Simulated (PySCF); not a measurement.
Compound: C2H3BCl2.
Cartesian coordinates in Å at the PBE0-D3(BJ)/def2-SVP level; atoms count from 1:
```xyz
8
C2H3BCl2 angstrom
C     -1.1769    0.4875   -0.2223
C     -0.1094   -0.2698    0.0743
B      1.3415    0.1673   -0.2195
Cl     2.6852   -0.8792    0.2019
Cl     1.7044    1.7100   -0.9795
H     -2.2013    0.1648   -0.0090
H     -1.0571    1.4684   -0.6949
H     -0.2700   -1.2456    0.5470
```

Method: EOM-IP-CCSD/aug-cc-pVDZ in PySCF, restricted Hartree–Fock reference, 13 core orbitals frozen, non-relativistic, gas phase, PBE0-D3(BJ)/def2-SVP geometry.

Hartree–Fock orbital energies give these Koopmans values (eV): HOMO 10.88, HOMO-1 12.31, HOMO-2 12.63, HOMO-3 12.68, HOMO-4 14.16, HOMO-5 14.26, HOMO-6 15.13, HOMO-7 16.60.

Task: What vertical ionisation energies does EOM-IP-CCSD give?

Result: 
```
leading hole (HF orbital)  Koopmans (eV)  EOM-IP-CCSD (eV)  change (eV)  one-hole share
                     HOMO          10.88             10.86        -0.02            0.96
                   HOMO-1          12.31             11.41        -0.90            0.95
                   HOMO-2          12.63             11.59        -1.04            0.95
                   HOMO-3          12.68             11.85        -0.83            0.95
                   HOMO-5          14.26             13.12        -1.14            0.95
                   HOMO-4          14.16             13.39        -0.77            0.95
                   HOMO-6          15.13             14.02        -1.11            0.95
                   HOMO-7          16.60             15.16        -1.44            0.94
```

Task: Does the order of the lines follow the orbital energies?

Result: No: the HOMO-5 hole (13.12 eV) falls below the HOMO-4 hole (13.39 eV). The corrections run from -1.44 to -0.02 eV, with a mean of -0.91 eV over the 8 lines; no line lies above its Koopmans value.

Task: At what kinetic energies would He I light (21.22 eV) eject these electrons?

Result: 10.36 eV (HOMO), 9.81 eV (HOMO-1), 9.63 eV (HOMO-2), 9.37 eV (HOMO-3), 8.10 eV (HOMO-5), 7.83 eV (HOMO-4), 7.20 eV (HOMO-6), 6.06 eV (HOMO-7).

Task: What total energy has the lowest final state, and which wavelength reaches it?

Result: E(CCSD) + ionisation energy = -1021.95884 + 0.39895 = -1021.55989 Eh, at the geometry of the initial state. The threshold wavelength is 1239.84 eV nm/10.86 eV = 114.2 nm.

One root was sought for each valence orbital with −ε under 21 eV, eight at most, so deeper holes and satellites are missing; no vibrational structure.

The run took 3.7 min on an Arm Neoverse V2 with one thread, shared host.
